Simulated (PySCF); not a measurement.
This PySCF input asks for the NMR shieldings of SMILES C=N[SiH2]N([SiH3])[SiH2][SiH2][SiH3], CH$_{14}$N$_{2}$Si$_{5}$; the geometry comes from GFN2-xTB.

```python
import basis_set_exchange as bse
import numpy as np
from pyscf import gto, dft
from pyscf.prop import nmr

atoms = """
C    -2.099541   -1.534723    1.092520
N    -1.489191   -1.059877    0.114425
Si   -1.800332    0.306353   -0.902413
N    -0.286833    1.153358   -0.963265
Si   -0.112071    2.667910   -0.137300
Si    1.033684    0.333020   -1.778761
Si    1.780900   -1.399001   -0.447221
Si    1.518260   -1.094557    1.834373
H    -3.031484   -1.133459    1.501805
H    -1.704021   -2.416348    1.591700
H    -2.839911    1.242846   -0.476160
H    -2.107157   -0.293066   -2.199221
H    -0.685995    2.559060    1.207713
H    -0.812295    3.711307   -0.892835
H     1.316749    2.957338   -0.047059
H     2.025497    1.388142   -2.035205
H     0.502044   -0.025848   -3.104310
H     1.193320   -2.687853   -0.858345
H     3.216620   -1.623056   -0.736955
H     2.780435   -0.836031    2.541823
H     0.652842    0.048322    2.150267
H     0.938071   -2.244454    2.543576
"""
names = dict.fromkeys(["C", "N", "Si", "H"], "pcSseg-1")
basis = {el: gto.basis.parse(bse.get_basis(n, elements=[el], fmt="nwchem")) for el, n in names.items()}
mol = gto.M(atom=atoms, basis=basis, charge=0, verbose=0)
mf = dft.RKS(mol, xc="PBE0")
mf.grids.level = 2
mf.grids.alignment = dft.numint.BLKSIZE   # the property module wants whole blocks of grid points
mf.conv_tol = 1e-9
mf.kernel()

calc = nmr.RKS(mf)   # GIAO
C = mf.mo_coeff
Co = C[:, mf.mo_occ > 0]
resp = mf.gen_response(singlet=True, hermi=2)
def vind(x):   # induced exchange potential for any number of trial vectors
    d = np.einsum("pi,xij,qj->xpq", C, 2 * x.reshape(-1, C.shape[1], Co.shape[1]), Co, optimize=True)
    return np.einsum("xpq,pi,qj->xij", resp(d - d.transpose(0, 2, 1)), C, Co, optimize=True).ravel()
mo1, _ = nmr.rhf.solve_mo1(calc, with_cphf=vind)
sigma = calc.kernel(mo1)
for i, s in enumerate(sigma):   # ppm
    w = np.linalg.eigvalsh((s + s.T) / 2)
    print("%2d %-2s iso %8.1f  s11 %8.1f  s22 %8.1f  s33 %8.1f" % (i, mol.atom_pure_symbol(i), w.mean(), *w))
```

Q: What does it print?

A: 
```
 0 C  iso     15.1  s11    -75.4  s22    -10.1  s33    130.9
 1 N  iso   -147.7  s11   -522.1  s22   -187.3  s33    266.2
 2 Si iso    376.5  s11    343.3  s22    360.7  s33    425.4
 3 N  iso    266.6  s11    226.9  s22    280.9  s33    292.0
 4 Si iso    394.1  s11    348.5  s22    370.6  s33    463.1
 5 Si iso    378.1  s11    330.9  s22    344.8  s33    458.5
 6 Si iso    479.1  s11    457.3  s22    483.7  s33    496.3
 7 Si iso    466.0  s11    452.5  s22    464.6  s33    481.0
 8 H  iso     23.1  s11     21.1  s22     22.1  s33     26.1
 9 H  iso     23.3  s11     21.6  s22     22.2  s33     26.2
10 H  iso     26.5  s11     22.9  s22     24.9  s33     31.6
11 H  iso     26.5  s11     23.6  s22     24.4  s33     31.4
12 H  iso     26.9  s11     23.2  s22     25.6  s33     31.8
13 H  iso     26.8  s11     22.7  s22     24.5  s33     33.2
14 H  iso     27.0  s11     23.7  s22     26.0  s33     31.3
15 H  iso     26.4  s11     22.7  s22     25.7  s33     30.9
16 H  iso     26.1  s11     22.1  s22     24.9  s33     31.3
17 H  iso     28.1  s11     25.3  s22     25.5  s33     33.5
18 H  iso     28.4  s11     24.3  s22     25.7  s33     35.2
19 H  iso     28.2  s11     24.6  s22     25.4  s33     34.6
20 H  iso     28.5  s11     25.1  s22     28.1  s33     32.2
21 H  iso     28.2  s11     24.8  s22     25.9  s33     33.9
```

These numbers come from an equivalent density-fitted implementation of the same equations, which agrees with the script to about 0.01 ppm for H and up to a few tenths of a ppm for heavy atoms, so last digits may differ.

Q: Turn these shieldings into chemical shifts. δ = σ(ref) − σ, references computed at the same level: 13C (σref 186.93) and 29Si (σref 349.16) and 1H (σref 31.72) vs TMS; 15N (σref 267.73) vs NH3.

A: Averaging equivalent atoms: C 0: 171.8; N 1: 415.4; N 3: 1.1; Si 2: -27.3; Si 5: -28.9; Si 4: -44.9; Si 7: -116.9; Si 6: -129.9; H 8: 8.61; H 9: 8.40; H 15/16: 5.45; H 10/11: 5.24; H 12/13/14: 4.81; H 17/18: 3.49; H 19/20/21: 3.42 ppm. Experimental scales use liquid or dissolved standards, which lie at an offset from isolated NH3 (liquid NH3: subtract about 20 ppm). Unscaled 15N shifts of sp2 nitrogen come out 20 to 40 ppm too high even then.

Size and cost of the density-fitted run: 241 basis functions, 69 s wall time on 1 thread of an Arm Neoverse V1, shared host; peak memory 1.1 GiB.
